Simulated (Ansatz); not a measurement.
C2H6FGaN, SMILES `[CH2][N](C)[GaH][F]` radical. Charge 0, multiplicity 2. All single points use the PBE0-D4/def2-TZVP geometry. It is one conformer, not always the lowest.

```xyz
11

C    -1.081   -0.672   -0.786
N    -0.240   -0.017   -0.110
C     0.817    0.722   -0.766
Ga   -0.325    0.156    1.992
F     1.467    0.212    2.149
H    -1.058   -0.688   -1.877
H    -1.853   -1.237   -0.268
H     0.816    0.559   -1.846
H     0.690    1.785   -0.551
H     1.767    0.418   -0.325
H    -1.000   -1.238    2.389
```

(1) What is the dipole moment at ωB97M-V/def2-TZVPP? (An estimate is asked.)

(2) And with PBE, r2SCAN, B3LYP? (Best estimate.)

(3) Give the Mulliken charges with ωB97M-V, PBE, r2SCAN in def2-TZVPP. (Estimate.)

Answers

(1) Ansatz gave: 5.99 D, with components (-2.12, -0.24, -5.60) D in this frame, pointing from negative to positive charge.

(2) Computed: PBE 5.19 D, r2SCAN 5.54 D, B3LYP 5.71 D.

(3) Ansatz gave: 
| atom | ωB97M-V | PBE | r2SCAN |
| --- | --- | --- | --- |
| C1 | -0.02 | -0.06 | 0.02 |
| N2 | -0.13 | -0.04 | -0.11 |
| C3 | -0.22 | -0.17 | -0.05 |
| Ga4 | 0.25 | 0.21 | 0.27 |
| F5 | -0.44 | -0.39 | -0.44 |
| H6 | 0.11 | 0.09 | 0.08 |
| H7 | 0.13 | 0.11 | 0.10 |
| H8 | 0.10 | 0.08 | 0.05 |
| H9 | 0.14 | 0.12 | 0.09 |
| H10 | 0.16 | 0.13 | 0.11 |
| H11 | -0.09 | -0.09 | -0.12 |

B3LYP here is the variant with VWN-RPA as its local correlation; programs differ in this.
